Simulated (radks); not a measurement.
The numbers below are computed, except where a source is named.
Coherent X-ray form factor from a spherical all-electron density. Code: a radial shooting solver on a logarithmic mesh with Libxc functionals. Model: Dirac Kohn-Sham, PBE, spin-unpolarised, spherical densities, point nucleus.

| sin(theta)/lambda (1/angstrom) | f0 (electrons) |
|---|---|
| 0.05 | 68.236 |
| 0.1 | 66.176 |
| 0.15 | 63.309 |
| 0.2 | 60.047 |
| 0.25 | 56.637 |
| 0.3 | 53.233 |
| 0.4 | 46.844 |
| 0.5 | 41.324 |
| 0.6 | 36.670 |
| 0.8 | 29.336 |
| 1 | 23.996 |
| 1.25 | 19.540 |
| 1.5 | 16.776 |
| 2 | 13.269 |

The species is in the configuration that NIST lists as its ground one. Which atom or ion scatters so?

Answer. The lutetium ion Lu2+, [Xe] 4f14 6s1. Extrapolating in s^2 from the first two rows gives f0(0) = 68.9, near the electron count 69; among species with that count, the fall with angle is slower the higher Z, and the table is that of Z = 71; from so few rows the species is fixed only to a neighbour or two.
